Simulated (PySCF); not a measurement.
C₂H₆AlF (SMILES [CH3][Al]([CH3])[F]), singlet, at a GFN2-xTB geometry (such geometries of metal compounds can be far from the true shape).

The PySCF input:
```python
from pyscf import gto, scf
from pyscf.prop import polarizability

mol = gto.Mole()
mol.atom = '''
    Al   -0.018122    0.013841   -0.018150
    C     1.808266   -0.200631   -0.776433
    H     2.235444   -1.187839   -0.587723
    H     2.517574    0.524854   -0.369295
    H     1.788200   -0.049842   -1.860537
    C    -0.745277   -0.556671    1.742736
    H    -1.426969   -1.406597    1.640447
    H    -1.330043    0.248003    2.199605
    H     0.027221   -0.849799    2.455767
    F    -1.105974    0.787233   -1.004459
'''
mol.basis = '6-31g'
mol.charge = 0
mol.spin = 0
mol.verbose = 4
mol.build()

mf = scf.RHF(mol)
mf.kernel()
alpha = mf.Polarizability().polarizability()[2, 2]
print('alpha_zz =', alpha)
```

Q: What is the computed HOMO energy (HF/6-31G, polarisability (PySCF))?

A: -10.99 eV

Q: What Mulliken (on the basis functions themselves) charges in atom order does HF/6-31G, polarisability give?

A: Al1 1.46, C2 -0.95, H3 0.18, H4 0.18, H5 0.19, C6 -0.95, H7 0.18, H8 0.19, H9 0.18, F10 -0.67

Q: Estimate the dipole moment that HF/6-31G, polarisability returns for this input.

A: 2.62 D

Q: What nuclear repulsion energy does HF/6-31G, polarisability give?

A: 151.5094 Eh

Q: Predict the number of basis functions from HF/6-31G, polarisability.

A: 52

Q: Predict the HOMO-LUMO gap from HF/6-31G, polarisability.

A: 13.17 eV
